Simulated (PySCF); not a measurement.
CdCl2 (SMILES [Cl][Cd][Cl]), singlet, at a GFN2-xTB geometry (such geometries of metal compounds can be far from the true shape) (core potentials on Cd). Base run: DF-B3LYP/def2-TZVP (PySCF).

The PySCF input:
```python
from pyscf import gto, scf, dft

mol = gto.Mole()
mol.atom = '''
    Cd   -0.39671305    0.18389913   -0.31449633
    Cl    1.79622522    0.09929264   -0.90545355
    Cl   -0.67609427   -0.61853724    1.79344318
'''
mol.basis = 'def2-tzvp'
mol.ecp = {'Cd': 'def2-tzvp'}
mol.verbose = 4
mol.build()

mf = dft.RKS(mol)
mf.xc = 'b3lyp'
mf = mf.density_fit(auxbasis='def2-universal-jkfit')
mf.kernel()
```

The base run was repeated with changes; each row names its change, and settings that it needs were set with it.

```tsv
change	basis functions	E (Eh)	HOMO (eV)	HOMO-LUMO gap (eV)	dipole (D)
base	114	-1088.33674	-8.08	3.90	4.58
basis = LANL2DZ	(withheld)	(withheld)	(withheld)	(withheld)	(withheld)
basis = def2-SV(P)	60	-1087.97381	-7.82	3.80	4.33
basis = def2-SVP	67	-1087.97506	-7.83	3.84	4.32
basis = def2-SVPD	88	-1087.99369	-8.20	3.91	4.65
basis = def2-TZVPD	(withheld)	(withheld)	(withheld)	(withheld)	4.58
basis = def2-TZVPP	140	-1088.33857	-8.09	3.93	4.55
basis = def2-QZVP	212	-1088.37325	-8.15	3.97	4.55
basis = def2-QZVPP	228	-1088.37354	-8.15	3.97	4.54
```

Problem. What belongs in the gaps?

Solution. 
- basis = LANL2DZ, basis functions: 34
- basis = LANL2DZ, E (Eh): -78.01992
- basis = LANL2DZ, HOMO (eV): -8.03
- basis = LANL2DZ, HOMO-LUMO gap (eV): 3.89
- basis = LANL2DZ, dipole (D): 5.53
- basis = def2-TZVPD, basis functions: 132
- basis = def2-TZVPD, E (Eh): -1088.33879
- basis = def2-TZVPD, HOMO (eV): -8.16
- basis = def2-TZVPD, HOMO-LUMO gap (eV): 3.92

Totals compare only among sets that treat the same electrons; sets with core potentials leave the core out.
